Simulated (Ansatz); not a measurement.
Redistribution: C2H2FI + CH3I → C2HFI2 + CH4

Species: C2H2FI `F/C=C/I`, singlet; CH3I (methyl iodide) `CI`, singlet; C2HFI2 `F/C(I)=C\I`, singlet; CH4 (methane) `C`, singlet. The partners trade H for I; both sit on C, so the bond types are kept.

Shapes, held fixed at every level: PBE0-D4/def2-TZVP. Programs: Ansatz 0.2.0. The zero-point and thermal change to 298 K, harmonic and unscaled (PBE0-D4/def2-TZVP), is -2.7 kJ/mol.

| level | kind | ΔH(298 K) (kJ/mol) | less CCSD(T)/def2-TZVPP | CPU time (sum over the molecules) |
| --- | --- | --- | --- | --- |
| SPW92/def2-TZVPP | LDA | -17.8 | -13.0 | 8.9 s |
| B3LYP-D4/def2-TZVPP | global hybrid | -9.2 | -4.4 | 30 s |
| PBE0-D4/def2-TZVPP | global hybrid | -8.1 | -3.3 | 20 s |
| wB97M-V/def2-TZVPP | range-separated hybrid | -4.6 | +0.2 | 65 s |
| wB97X-V/def2-TZVPP | range-separated hybrid | -3.6 | +1.2 | 56 s |
| CCSD(T)/def2-SVP | coupled cluster or CI | -6.3 | -1.5 | 48 s |
| CCSD(T)/def2-TZVPP | coupled cluster or CI | -4.8 | 0.0 | 3.8 min |

The highest level, CCSD(T)/def2-TZVPP, gives ΔH(298 K) = -4.8 kJ/mol; the levels span -17.8 to -3.6. The column of differences is taken from that level and isn't an error. No measured value is set beside it here. For atoms past krypton def2 sets carry core potentials with scalar relativity. Outer-core shells of I are correlated in most correlated rows, in sets that cover them unevenly. Times are processor times on shared x86 and Arm servers, and rough.
